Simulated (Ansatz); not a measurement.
# Redistribution: C2H5Br + CHBrCl2 → C2H5Cl + CHBr2Cl

Species: C2H5Br (bromoethane) `CCBr`, singlet; CHBrCl2 `ClC(Cl)Br`, singlet; C2H5Cl (chloroethane) `CCCl`, singlet; CHBr2Cl (chlorodibromomethane) `ClC(Br)Br`, singlet. The partners trade Br for Cl; both sit on C, so the bond types are kept.

Shapes, held fixed at every level: PBE0-D4/def2-TZVP. Programs: Ansatz 0.2.0. The zero-point and thermal change to 298 K, harmonic and unscaled (PBE0-D4/def2-TZVP), is +0.1 kJ/mol.

Problem. Estimate the reaction enthalpy at 298 K.

Solution. From tabulated heats of formation (Active Thermochemical Tables), ΔH(298 K) = +0.4 kJ/mol. Nearest: MP2/def2-TZVPP (+2.5); farthest: HF/def2-SVP (+4.9). 7 of 7 levels lie within 10 kJ/mol. Relativity is left out for Br unless named. Correlated rows may include outer-core shells of Br, which these sets cover unevenly.

```
                level                    kind  ΔH (kJ/mol)  computed − measured
          HF/def2-SVP            Hartree–Fock         +5.3                 +4.9
    PBE-D4/def2-TZVPP                     GGA         +3.7                 +3.4
r2SCAN0-D4/def2-TZVPP           global hybrid         +4.7                 +4.3
   wB97X-V/def2-TZVPP  range-separated hybrid         +3.9                 +3.5
       MP2/def2-TZVPP     perturbation theory         +2.9                 +2.5
      CCSD/def2-TZVPP   coupled cluster or CI         +3.9                 +3.6
   CCSD(T)/def2-TZVPP   coupled cluster or CI         +3.9                 +3.5
```
